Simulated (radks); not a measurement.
Q: These are the eigenvalues of the occupied orbitals of an atom or ion with whole-number occupations (hartree). Calculated with a radial shooting solver on a logarithmic mesh with Libxc functionals: non-relativistic Kohn-Sham, BLYP, spin-polarised, spherical densities, point nucleus.

| orbital | eigenvalue |
|---|---|
| 1s up | -2213.456 |
| 1s down | -2213.456 |
| 2s up | -362.1747 |
| 2s down | -362.1715 |
| 2p up | -346.7404 |
| 2p down | -346.7380 |
| 3s up | -82.53818 |
| 3s down | -82.51225 |
| 3p up | -75.43461 |
| 3p down | -75.41091 |
| 3d up | -62.18704 |
| 3d down | -62.16927 |
| 4s up | -16.83031 |
| 4s down | -16.79043 |
| 4p up | -13.90025 |
| 4p down | -13.86055 |
| 4d up | -8.58202 |
| 4d down | -8.54237 |
| 5s up | -2.71098 |
| 5s down | -2.67736 |
| 5p up | -1.86945 |
| 5p down | -1.83590 |
| 4f up | -1.73127 |
| 4f down | -1.69142 |
| 5d up | -0.63111 |
| 6s up | -0.48318 |
| 6s down | -0.45553 |
| 6p up | -0.31510 |

Which element is it, and in what charge state? The configuration may be excited. Open shells, if any, are filled with parallel spins first.

A: Z = 72, hafnium, charge +1: Hf+ in [Xe] 4f13 5d1 6s2 6p1. The list shows which subshells hold electrons but not how many an open one holds; the 1s level, -2213.5 hartree, gives Z - s = 66.5 by -(Z - s)^2/2, which with screening narrows Z to a few neighbours, and the depths of the outer levels then fix element, charge and occupations together.
